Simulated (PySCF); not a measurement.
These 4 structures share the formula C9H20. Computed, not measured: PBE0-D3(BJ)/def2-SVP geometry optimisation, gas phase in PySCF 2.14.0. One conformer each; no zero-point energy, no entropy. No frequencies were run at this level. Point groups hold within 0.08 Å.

**Question.** Rank from lowest to highest electronic energy at this level (kJ/mol).
A. `[CH3:1][CH2:2][C@@H:3]([CH3:4])[C@H:5]([CH3:6])[CH:7]([CH3:8])[CH3:9]` with C1–C2–C3–C4 178°, C2–C3–C5–C6 -59°, C3–C5–C7–C8 -50°
B. `[CH3:1][CH2:2][C:3]([CH2:4][CH3:5])([CH2:6][CH3:7])[CH2:8][CH3:9]` with C1–C2–C3–C4 180°, C2–C3–C4–C5 180°, C2–C3–C6–C7 60°, C2–C3–C8–C9 -59° (tetraethylmethane)
C. `[CH3:1][CH2:2][CH2:3][CH2:4][CH2:5][CH2:6][CH2:7][CH2:8][CH3:9]` with C1–C2–C3–C4 180°, C2–C3–C4–C5 180°, C3–C4–C5–C6 180°, C4–C5–C6–C7 180°, C5–C6–C7–C8 177°
D. `[CH3:1][CH2:2][CH:3]([CH:4]([CH3:5])[CH3:6])[CH:7]([CH3:8])[CH3:9]` with C1–C2–C3–C4 162°, C2–C3–C4–C5 40°, C2–C3–C7–C8 -72°

**Answer.** C (0.0), A (3.4), B (4.1), D (10.2).

Neighbours under 10 kJ/mol apart (CCCCCCCCC and CC[C@@H](C)[C@H](C)C(C)C; CC[C@@H](C)[C@H](C)C(C)C and CCC(CC)(CC)CC; CCC(CC)(CC)CC and CCC(C(C)C)C(C)C) can change places with a better method, another conformer or zero-point energy.

| SMILES | E (Eh) | E rel (kJ/mol) | dipole (D) | point group | A, B, C (MHz) |
| --- | --- | --- | --- | --- | --- |
| CCCCCCCCC | -354.34630 | 0.0 | 0.04 | C1 | 6519, 377.8, 368.3 |
| CC[C@@H](C)[C@H](C)C(C)C | -354.34502 | 3.4 | 0.05 | C1 | 2061, 992.2, 923.4 |
| CCC(CC)(CC)CC | -354.34476 | 4.1 | 0.00 | D2d | 1515, 1515, 956.3 |
| CCC(C(C)C)C(C)C | -354.34240 | 10.2 | 0.11 | C1 | 1485, 1289, 994.5 |

**Question.** As an exercise, what shares would exp(−E/RT) give at 1000 K from these electronic energies alone (no entropy, no degeneracies)?

**Answer.** RT = 8.314 kJ/mol: CCCCCCCCC 38.8 %, CC[C@@H](C)[C@H](C)C(C)C 26.0 %, CCC(CC)(CC)CC 23.8 %, CCC(C(C)C)C(C)C 11.3 %.
